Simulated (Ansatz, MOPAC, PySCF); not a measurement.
Pair of molecules: CH4O (SMILES CO) (first 6 atoms) with CH2O (SMILES C=O); geometry from B3LYP-D3(BJ)/def2-TZVP, rigid monomers moved along the line of their centres of mass till O2···C7 is 3.13 Å.
(charge 0, multiplicity 1):
```json
[
 {"atom": "C", "x (Å)": "0.3107", "y (Å)": "-0.5600", "z (Å)": "0.2502"},
 {"atom": "O", "x (Å)": "-0.3733", "y (Å)": "0.6218", "z (Å)": "0.6630"},
 {"atom": "H", "x (Å)": "0.8571", "y (Å)": "-0.4036", "z (Å)": "-0.6845"},
 {"atom": "H", "x (Å)": "-0.4510", "y (Å)": "-1.3199", "z (Å)": "0.0829"},
 {"atom": "H", "x (Å)": "1.0027", "y (Å)": "-0.9150", "z (Å)": "1.0196"},
 {"atom": "H", "x (Å)": "0.2790", "y (Å)": "1.3190", "z (Å)": "0.7897"},
 {"atom": "C", "x (Å)": "-0.4385", "y (Å)": "0.2257", "z (Å)": "3.7654"},
 {"atom": "O", "x (Å)": "0.7173", "y (Å)": "0.0288", "z (Å)": "4.0294"},
 {"atom": "H", "x (Å)": "-0.8908", "y (Å)": "1.2334", "z (Å)": "3.8145"},
 {"atom": "H", "x (Å)": "-1.1264", "y (Å)": "-0.5902", "z (Å)": "3.4792"}
]
```

Interaction energies are E(AB) − E(A) − E(B) at the monomers' geometry in the complex; basis-set methods are counterpoise corrected.

The state that PM3 reach isn't checked.

Codes used: Ansatz (Gaussian orbitals); MOPAC for PM3 (differences of heats of formation); PySCF for the dispersion terms. 

Question: Give the interaction energy at the level B3LYP/def2-TZVPPD.

Answer: -7 kJ/mol

Question: What interaction energy does PM3 give?

Answer: -2 kJ/mol

Question: What is the computed interaction energy (PBE0-D3(BJ)/def2-TZVPPD)?

Answer: -13 kJ/mol

Ansatz is a first-principles code.
